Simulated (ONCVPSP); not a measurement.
# Building the ONCV potential for neon (LDA (Perdew-Zunger), non-relativistic).

Input for ONCVPSP 4.0.1:

```
# ATOM AND REFERENCE CONFIGURATION
# atsym  z   nc   nv     iexc    psfile
  Ne 10.00    1    2        3      upf
#
#   n    l    f
    1    0    2.00
    2    0    2.00
    2    1    6.00
#
# PSEUDOPOTENTIAL AND OPTIMIZATION
# lmax
    1
#
#   l,   rc,      ep,       ncon, nbas, qcut
    0    0.60    0.00    3    6   11.00
    1    1.50    0.00    4    7    9.10
#
# LOCAL POTENTIAL
# lloc, lpopt,  rc(5),   dvloc0
    4    5    0.40    2.00
#
# VANDERBILT-KLEINMAN-BYLANDER PROJECTORs
# l, nproj, debl
    0    2    3.10
    1    2    2.20
#
# MODEL CORE CHARGE
# icmod, fcfact, rcfact
    1    0.65    0.00
#
# LOG DERIVATIVE ANALYSIS
# epsh1, epsh2, depsh
   -3.00    5.00    0.02
#
# OUTPUT GRID
# rlmax, drl
    6.00    0.01
#
# TEST CONFIGURATIONS
# ncnf
    4
# nvcnf
#   n    l    f
    2
    2    0    2.00
    2    1    5.00
#
    2
    2    0    2.00
    2    1    4.00
#
    2
    2    0    2.00
    2    1    3.00
#
    2
    2    0    2.00
    2    1    2.00
#
```

Command:

```bash
oncvpspnr.x < Ne.dat > Ne.out
```

Output (shortened: citation, most of the input echo, consistency checks and plot data are left out):

```
ONCVPSP  (Optimized Norm-Conservinng Vanderbilt PSeudopotential)
scalar-relativistic version 4.0.1

#   n    l    f        energy (Ha)
    1    0    2.00    -3.0306409E+01
    2    0    2.00    -1.3224637E+00
    2    1    6.00    -4.9777075E-01

Reference configufation results
  iterations    22
  all-electron total energy (Ha)   -1.28227182D+02

Begin loop to  construct optimized pseudo wave functions
and semi-local pseudopoentials for all angular momenta

   Wellstate for l =  0  n =  3
     eigenvalue =   1.7775
     asymptotic potential =   2.2775
     half-point radius =  1.7471

Calculating optimized projector #   1

 for l=   0

    Fraction of norm inside rc  0.241410
    Optimizing pswf for qcut=  10.97 a_B^-1,  ecut=  60.21 Ha
    Residual kinetic energy error=  2.12D-03 Ha

    Energy error per electron        Cutoff
         Ha          eV             Ha
         0.01000     0.27211       46.66
         0.00100     0.02721       87.62
         0.00010     0.00272      237.08

Calculating optimized projector #   2

 for l=   0

    Fraction of norm inside rc  0.063048
    Optimizing pswf for qcut=  10.97 a_B^-1,  ecut=  60.21 Ha
    Residual kinetic energy error=  9.26D-04 Ha

    Energy error per electron        Cutoff
         Ha          eV             Ha
         0.01000     0.27211       39.10
         0.00100     0.02721       59.48
         0.00010     0.00272      291.90
         0.00001     0.00027      512.36

   Wellstate for l =  1  n =  4
     eigenvalue =   1.7022
     asymptotic potential =   2.2022
     half-point radius =  3.7172

Calculating optimized projector #   1

 for l=   1

    Fraction of norm inside rc  0.843719
    Optimizing pswf for qcut=   9.09 a_B^-1,  ecut=  41.35 Ha
    Residual kinetic energy error=  6.02D-06 Ha

    Energy error per electron        Cutoff
         Ha          eV             Ha
         0.01000     0.27211       25.89
         0.00100     0.02721       31.91
         0.00010     0.00272       36.46
         0.00001     0.00027       40.27

Calculating optimized projector #   2

 for l=   1

    Fraction of norm inside rc  0.101582
    Optimizing pswf for qcut=   9.09 a_B^-1,  ecut=  41.35 Ha
    Residual kinetic energy error=  2.91D-05 Ha

    Energy error per electron        Cutoff
         Ha          eV             Ha
         0.01000     0.27211       25.35
         0.00100     0.02721       32.75
         0.00010     0.00272       38.41
         0.00001     0.00027       55.04

Construct Vanderbilt / Kleinmman-Bylander projectors

B matrix Hermiticity error, ll=   0
   1   2   -4.7333E-08

  Orthonormal projector coefficients  2.8805E+01  6.6348E+00

B matrix Hermiticity error, ll=   1
   1   2    5.7320E-09

  Orthonormal projector coefficients -8.9537E+00 -2.5170E+00

Model core correction analysis
  based on d2Exc/dn_idn_j

d2excae - all-electron derivatives

   -5.261611D-02   -4.558640D-02
   -4.558737D-02   -4.371133D-02

d2excps - pseudofunction derivatives with no core correction

   -5.325658D-02   -4.839154D-02
   -4.839223D-02   -4.435102D-02

rms 2nd derivative error    2.034422E-03

Polynomial model core charge

d2excps - pseudofunction derivatives with core correction

   -5.107343D-02   -4.691210D-02
   -4.691264D-02   -4.328088D-02

rms 2nd derivative error    1.232778E-03

Pseudoatom total energy  -33.837148

Diagnostic tests using Vanderbilt-Kleinman-Bylander pseudopotentials
  1 or more projectors used as specified by nproj input data

   l    rcore       rmatch      e in        delta e   norm test  slope test

   0   0.6031116   0.6214234  -1.3224637   0.0000771   1.0000074   0.9997491
   0   0.6031116   0.6214234   1.7775363   0.0005866   0.9999562   0.9999562

   1   1.5062212   1.5519534  -0.4977707  -0.0000003   0.9999998   0.9999995
   1   1.5062212   1.5519534   1.7022293  -0.0000000   1.0000000   1.0000000

 Testing for bound ghosts
   n   l    E NL Schr. Eq   E Basis Diag.   E Cutoff

   1   0       -1.322387       -1.136856    342.32

   2   1       -0.497771       -0.496898     98.07

 Testing for highly-localized positive-energy ghosts
       l    <radius>/rc     E Basis Diag.   E Cutoff

Test configuration 0

   n   l     f        eae           eps        diff
   1   0  2.0000  -30.30640946
   2   0  2.0000   -1.32246366   -1.32238658    7.71D-05
   2   1  6.0000   -0.49777075   -0.49777102   -2.71D-07

    Total energies and differences
      AE_ref= -1.28227182D+02  AE_tst= -1.28227182D+02  dif=  0.00D+00
      PS_ref= -3.38371484D+01  PS_tst= -3.38371484D+01  dif= -7.11D-15
      PSP excitation error=  7.11D-15

Test configuration 1

   n   l     f        eae           eps        diff
   1   0  2.0000  -31.13570619
   2   0  2.0000   -2.02687261   -2.02650598    3.67D-04
   2   1  5.0000   -1.19230982   -1.18414417    8.17D-03

    Total energies and differences
      AE_ref= -1.28227182D+02  AE_tst= -1.27394146D+02  dif=  8.33D-01
      PS_ref= -3.38371484D+01  PS_tst= -3.30072243D+01  dif=  8.30D-01
      PSP excitation error=  3.11D-03

Test configuration 2

   n   l     f        eae           eps        diff
   1   0  2.0000  -32.16442315
   2   0  2.0000   -2.84962779   -2.84165843    7.97D-03
   2   1  4.0000   -2.01915420   -1.98726354    3.19D-02

    Total energies and differences
      AE_ref= -1.28227182D+02  AE_tst= -1.25798660D+02  dif=  2.43D+00
      PS_ref= -3.38371484D+01  PS_tst= -3.14301461D+01  dif=  2.41D+00
      PSP excitation error=  2.15D-02

Test configuration 3

   n   l     f        eae           eps        diff
   1   0  2.0000  -33.37756466
   2   0  2.0000   -3.77275721   -3.74501997    2.77D-02
   2   1  3.0000   -2.96285143   -2.88426981    7.86D-02

    Total energies and differences
      AE_ref= -1.28227182D+02  AE_tst= -1.23316950D+02  dif=  4.91D+00
      PS_ref= -3.38371484D+01  PS_tst= -2.90014790D+01  dif=  4.84D+00
      PSP excitation error=  7.46D-02

Test configuration 4

   n   l     f        eae           eps        diff
   1   0  2.0000  -34.76619218
   2   0  2.0000   -4.78501082   -4.72126299    6.37D-02
   2   1  2.0000   -4.01342774   -3.85911096    1.54D-01

    Total energies and differences
      AE_ref= -1.28227182D+02  AE_tst= -1.19837347D+02  dif=  8.39D+00
      PS_ref= -3.38371484D+01  PS_tst= -2.56356995D+01  dif=  8.20D+00
      PSP excitation error=  1.88D-01
```

oncvpspnr.x prints “scalar-relativistic version” in its banner although the run is non-relativistic.

The run took about 2 s on one core of a shared server CPU.
